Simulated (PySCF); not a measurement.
Input of a run (PBE0-D3(BJ)/def2-SVP geometry optimisation, gas phase (PySCF 2.14.0)), started from a GFN2-xTB structure with every atom displaced at random (by about 0.01 Å):
```
{"job": {"xc": "PBE0", "basis": "def2-SVP", "d3": "d3bj", "grid": 1, "shake": 0.01, "kind": "geom"}, "charge": 0, "multiplicity": 1}
C      2.143630    -0.071100     0.791520
Ge     0.605410    -0.579250    -0.382890
C     -1.195810    -0.911040     0.406810
Si    -1.766020     0.719960    -0.390480
N     -0.247680     0.895920    -1.120130
H      2.550480    -0.907270     1.277270
H      1.779540     0.643380     1.548080
H      2.917460     0.449820     0.204380
H      1.088950    -1.483600    -1.488870
H     -1.682100    -1.805300     0.073980
H     -1.203320    -0.920910     1.509610
H     -2.879160     0.527420    -1.345540
H     -2.165020     1.766000     0.583280
H      0.046500     1.660880    -1.689700
```

Output (energies in Eh, forces in Eh/bohr):
```
step   0  E = -2501.91479115  max force = 0.030902
step   1  E = -2501.92182154  max force = 0.007126
step   2  E = -2501.92224049  max force = 0.001691
step   3  E = -2501.92231049  max force = 0.000852
step   4  E = -2501.92234826  max force = 0.000895
step   5  E = -2501.92236721  max force = 0.000586
step   6  E = -2501.92237853  max force = 0.000519
step   7  E = -2501.92238572  max force = 0.000428
optimisation converged
```

**Question.** Summarise the run.

**Answer.** The energy falls by 0.207 eV over 8 energy and gradient evaluations, the largest force component goes from 0.0309 to 4.3e-04 Eh/bohr, and the atoms move by 0.070 Å rms after alignment. Among the bonds, C1–Ge2 and C1–H6 change most and about equally (-0.053 to +0.052 Å). Bonds longer at the end by more than 0.005 Å: 7 of 14; shorter: 2. Among the angles that change most is Si4–N5–H14, from 126.1° to 132.5°. The energy never rose by more than 1e-6 Eh on the way. The first step brought 93 % of the lowering.

**Question.** What are the final bond lengths?

**Answer.** C1–Ge2 1.948 Å, Ge2–C3 1.976 Å, C3–Si4 1.898 Å, Si4–N5 1.741 Å, Ge2–N5 1.858 Å, C1–H6 1.101 Å, C1–H7 1.099 Å, C1–H8 1.100 Å, Ge2–H9 1.548 Å, C3–H10 1.100 Å, C3–H11 1.100 Å, Si4–H12 1.500 Å, Si4–H13 1.501 Å, N5–H14 1.012 Å. Numbering counts from 1 in the input's order; the species is `[CH3][Ge@H]1[CH2][SiH2][NH]1`.

The run used 137 basis functions and 49 SCF cycles in all.

No frequency check.
